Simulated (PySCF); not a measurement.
CH₅F₃Si₂, SMILES C[Si@H](F)[SiH](F)F.

Geometry optimised at PBE0-D3(BJ)/def2-SVP. The structure was generated by enumeration; whether it is a known compound was not checked. Other conformers were not sampled.

Method: TDA-B3LYP/def2-SVPD (PySCF 2.14.0).

Vertical excitations. Gas-phase values at a fixed geometry.

```json
[
 {"state": "S1", "energy (eV)": "6.24", "λ (nm)": "199", "f": "0.035", "main pairs": "HOMO→LUMO 96 %"},
 {"state": "S2", "energy (eV)": "6.65", "λ (nm)": "186", "f": "0.051", "main pairs": "HOMO→LUMO+1 95 %"},
 {"state": "S3", "energy (eV)": "7.29", "λ (nm)": "170", "f": "0.007", "main pairs": "HOMO−1→LUMO 99 %"},
 {"state": "S4", "energy (eV)": "7.85", "λ (nm)": "158", "f": "0.033", "main pairs": "HOMO→LUMO+2 65 %, HOMO−1→LUMO+1 33 %"},
 {"state": "S5", "energy (eV)": "7.87", "λ (nm)": "158", "f": "0.034", "main pairs": "HOMO−1→LUMO+1 63 %, HOMO→LUMO+2 33 %"},
 {"state": "S6", "energy (eV)": "8.26", "λ (nm)": "150", "f": "0.016", "main pairs": "HOMO→LUMO+4 86 %"},
 {"state": "S7", "energy (eV)": "8.45", "λ (nm)": "147", "f": "0.375", "main pairs": "HOMO→LUMO+3 88 %"},
 {"state": "S8", "energy (eV)": "8.64", "λ (nm)": "143", "f": "0.007", "main pairs": "HOMO→LUMO+5 90 %"},
 {"state": "S9", "energy (eV)": "8.86", "λ (nm)": "140", "f": "0.013", "main pairs": "HOMO−2→LUMO 94 %"},
 {"state": "S10", "energy (eV)": "9.05", "λ (nm)": "137", "f": "0.014", "main pairs": "HOMO−1→LUMO+2 84 %"},
 {"state": "T1", "energy (eV)": "5.46", "λ (nm)": "227", "f": "0", "main pairs": "HOMO→LUMO 97 %"},
 {"state": "T2", "energy (eV)": "5.81", "λ (nm)": "213", "f": "0", "main pairs": "HOMO→LUMO+1 96 %"},
 {"state": "T3", "energy (eV)": "6.99", "λ (nm)": "177", "f": "0", "main pairs": "HOMO−1→LUMO 96 %"},
 {"state": "T4", "energy (eV)": "7.37", "λ (nm)": "168", "f": "0", "main pairs": "HOMO−1→LUMO+1 90 %"}
]
```
Triplets are in the Tamm–Dancoff approximation.
